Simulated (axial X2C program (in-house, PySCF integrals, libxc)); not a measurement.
# Ω levels of PrC from open-shell CI on f2 s1 d(πδ)0

Calculated with an axial X2C code built on PySCF integrals: two-component X2C with atomic mean-field Coulomb and Gaunt terms, basis Pr dyall-v3z, C dyall-v3z (cores contracted in-house). Orbitals come from Hartree–Fock averaged over the configuration Pr f2 s1 d(πδ)0; CI then distributes these electrons over the f, s, d(πδ) shells of Pr.

R = 2.016 Å (near the minimum of the configuration average).

Lowest levels of this model:

```
   Ω  energy (cm⁻¹)     g∥  μ (D)   configuration
 7/2              0   4.39  -3.08      100% f2 s1
 9/2            248   8.42  -3.04      100% f2 s1
 5/2            664   3.17  -3.16      100% f2 s1
 3/2            819   1.71  -3.20      100% f2 s1
 1/2            927   0.56  -3.19      100% f2 s1
 7/2            973   6.89  -3.08      100% f2 s1
 5/2           1173   4.83  -3.13      100% f2 s1
 3/2           1300   3.04  -3.16      100% f2 s1
 1/2           1363   1.03  -3.17      100% f2 s1
11/2           2032  12.29  -3.05      100% f2 s1
 9/2           2178   8.25  -3.08      100% f2 s1
 9/2           2929  10.43  -3.14       99% f2 s1
 7/2           3028   7.93  -3.21      100% f2 s1
 5/2           3139   4.69  -3.22      100% f2 s1
 7/2           3146   6.56  -3.07      100% f2 s1
 5/2           3285   5.54  -3.17      100% f2 s1
 3/2           3301   2.39  -3.26      100% f2 s1
 1/2           3546   0.45  -3.27      100% f2 s1
 3/2           3595   3.73  -3.18      100% f2 s1
 1/2           3789   1.59  -3.20      100% f2 s1
13/2           3948  15.99  -3.06      100% f2 s1
11/2           4338  12.08  -3.07      100% f2 s1
 9/2           5047  11.02  -3.27       99% f2 s1
11/2           5068  13.62  -3.18       99% f2 s1
11/2           8088  11.39  -8.46   99% f2 d(πδ)1
13/2           9973  14.18  -8.11  100% f2 d(πδ)1
13/2          10143  13.97  -7.88  100% f2 d(πδ)1
15/2          11584  16.55  -7.61  100% f2 d(πδ)1
13/2          11830  14.11  -7.50   99% f2 d(πδ)1
17/2          13383  20.00  -7.70  100% f2 d(πδ)1
```

g∥ is the magnitude of 2⟨Lz + ge Sz⟩ for the +Ω component. μ is positive if the C end is positive.

**Question.** From Ω and g∥ of the lowest level, whose 2⟨Lz + ge Sz⟩ is positive, find ⟨Sz⟩ and ⟨Lz⟩ (ge = 2.0023).

**Answer.** Ω = ⟨Lz⟩ + ⟨Sz⟩ = 7/2 and ⟨Lz⟩ + ge⟨Sz⟩ = 2.195, so ⟨Sz⟩ = -1.30 and ⟨Lz⟩ = 4.80.

Occupations of the active spinors in the lowest level by ω, shell by shell in order of energy: -7/2: 0.00; -5/2: 0.00 0.00 0.00; -3/2: 0.00 0.00 0.00 0.00; -1/2: 0.00 0.00 0.98 0.00; 1/2: 0.04 0.01 0.02 0.00; 3/2: 0.80 0.15 0.00 0.00; 5/2: 0.91 0.06 0.00; 7/2: 0.03. The leading determinant has weight 0.75 among 143.

This point took 2 s on 1 thread of Arm Neoverse V2 (shared host).

Dynamic correlation is missing, so gaps between terms are too wide and other configurations may lie lower; the lowest level listed is that of this model, not necessarily the ground state. At most 4 roots were kept for each Ω > 0 (twice that for Ω = 0) within 2.2 eV of the lowest, so higher up levels can be missing between those listed; levels with Ω > 0 are doubly degenerate and listed once, Ω = 0 levels singly. Some active spinors are only partly of the character that their shell is named for, so the shell names and counts are nominal. States that fill the shells left empty in the average are placed too high. Along the bond the averaged SCF switches between close solutions, so this one may not be the lowest.
